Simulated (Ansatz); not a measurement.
Consider the redistribution: `OC[SiH2]O[SiH3]` + `[SiH3][AsH2]` → `OC[SiH2][AsH2]` + `[SiH3]O[SiH3]`.

Calculated with Ansatz (gas phase, PBE0-D4/def2-TZVP geometries, no zero-point term in ΔE). CBS: MP2 limit from def2 TZ/QZ plus the TZ coupled-cluster correction, frozen cores. Functionals use def2-TZVPP. B3LYP here is the variant with VWN-RPA as its local correlation; programs differ in this. For As outer-core shells are correlated without core-valence functions, which leaves a few kJ/mol of doubt a bond. Scalar relativity is left out up to krypton. One conformer a species, not always the lowest.

`OC[SiH2]O[SiH3]`:

Cartesian coordinates in Å:
```
O -1.356 1.057 -0.239
C -1.435 -0.286 -0.700
Si 0.326 -0.811 -1.102
O 1.269 -0.559 0.209
Si 1.476 0.490 1.451
H -2.219 1.336 0.076
H -1.847 -0.956 0.069
H -2.075 -0.380 -1.590
H 0.840 -0.020 -2.250
H 0.347 -2.258 -1.439
H 1.603 1.884 0.957
H 2.727 0.101 2.151
H 0.343 0.401 2.407
```

`[SiH3][AsH2]`:

```xyz
7

Si    0.025   -0.859    0.063
As   -0.527    1.303   -0.721
H     0.662   -1.608   -1.051
H    -1.233   -1.549    0.449
H     0.948   -0.845    1.228
H     0.926    1.755   -0.661
H    -0.801    1.803    0.691
```

`OC[SiH2][AsH2]`:

Z-matrix (Å, degrees):
```
C
Si 1 1.891
O 1 1.417 2 108.7
H 1 1.100 2 108.4 3 121.7
H 1 1.099 2 108.7 3 -122.1
As 2 2.361 1 113.9 3 58.6
H 2 1.487 1 109.8 3 -62.9
H 2 1.490 1 107.8 3 179.0
H 3 0.960 1 108.8 2 -179.6
H 6 1.524 2 91.7 1 50.4
H 6 1.521 2 91.3 1 -42.0
```

`[SiH3]O[SiH3]`:

Cartesian coordinates in Å:
```
Si -1.002 0.874 -0.833
O -0.343 -0.037 0.352
Si 0.949 -0.880 0.887
H -0.196 2.106 -1.041
H -2.378 1.244 -0.424
H -1.048 0.107 -2.105
H 0.616 -1.446 2.216
H 2.131 0.014 1.008
H 1.271 -1.981 -0.058
```

```json
{"level": "r2SCAN-D4", "ΔE (kJ/mol)": "9.8", "difference from CCSD(T)/CBS": "2.0"}
{"level": "PBE0-D4", "ΔE (kJ/mol)": "9.0", "difference from CCSD(T)/CBS": "1.2"}
{"level": "B3LYP-D4", "ΔE (kJ/mol)": "9.3", "difference from CCSD(T)/CBS": "1.5"}
{"level": "ωB97M-V", "ΔE (kJ/mol)": "9.9", "difference from CCSD(T)/CBS": "2.1"}
{"level": "B3LYP", "ΔE (kJ/mol)": "7.1", "difference from CCSD(T)/CBS": "-0.7"}
{"level": "HF/def2-TZVPP", "ΔE (kJ/mol)": "6.9", "difference from CCSD(T)/CBS": "-0.9"}
{"level": "CCSD(T)/def2-TZVPP", "ΔE (kJ/mol)": "8.4", "difference from CCSD(T)/CBS": "0.6"}
{"level": "MP2/def2-QZVPP", "ΔE (kJ/mol)": "6.1", "difference from CCSD(T)/CBS": "-1.7"}
{"level": "SCS-MP2/def2-QZVPP", "ΔE (kJ/mol)": "6.0", "difference from CCSD(T)/CBS": "-1.8"}
{"level": "MP2/CBS(def2)", "ΔE (kJ/mol)": "6.0", "difference from CCSD(T)/CBS": "-1.8"}
{"level": "CCSD(T)/CBS", "ΔE (kJ/mol)": "7.8", "difference from CCSD(T)/CBS": "0"}
```

Largest T1 diagnostic among the species: 0.011.
